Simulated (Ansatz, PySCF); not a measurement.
Dimer: N2 (SMILES N#N) (first 2 atoms) with HI (SMILES I); geometry from B3LYP-D3(BJ)/def2-TZVP, rigid monomers moved along the line of their centres of mass till N2···H4 is 2.34 Å.
(charge 0, multiplicity 1):
| atom | x (Å) | y (Å) | z (Å) |
|---|---|---|---|
| N | 0.1017 | 0.1100 | -1.0051 |
| N | 0.2101 | 0.1195 | 0.0801 |
| I | 0.4867 | 0.1567 | 4.0296 |
| H | 0.4023 | 0.1405 | 2.4167 |

Counterpoise-corrected where a basis set is named; no monomer relaxation.

Frozen-core correlation. Filled d and f shells under p-block atoms count as core. CBS(a, b) extrapolates the correlation energy as X⁻³ and adds the Hartree–Fock energy of set b.

Programs: Ansatz (Gaussian orbitals); PySCF for the dispersion terms.  In def2 rows elements past Kr take small-core potentials, without spin–orbit coupling.

PBE/def2-TZVPPD gives -0.33 kcal/mol for the interaction energy.

Task: Where do these levels fall relative to PBE: PBE-D3(BJ)/def2-TZVPPD, r2SCAN/def2-TZVPPD, B3LYP/def2-TZVPPD, wB97M-V/def2-TZVPPD, MP2/CBS(def2-TZVPPD, def2-QZVPPD), CCSD(T)/CBS(def2-TZVPPD, def2-QZVPPD).

Result: PBE-D3(BJ)/def2-TZVPPD -0.53; r2SCAN/def2-TZVPPD 0.33; B3LYP/def2-TZVPPD 0.63; wB97M-V/def2-TZVPPD 0.04; MP2/CBS(def2-TZVPPD, def2-QZVPPD) -0.49; CCSD(T)/CBS(def2-TZVPPD, def2-QZVPPD) -0.17 kcal/mol. 3 of 6 lie above PBE; the widest gap is to B3LYP/def2-TZVPPD.

Ansatz is an electronic-structure program.
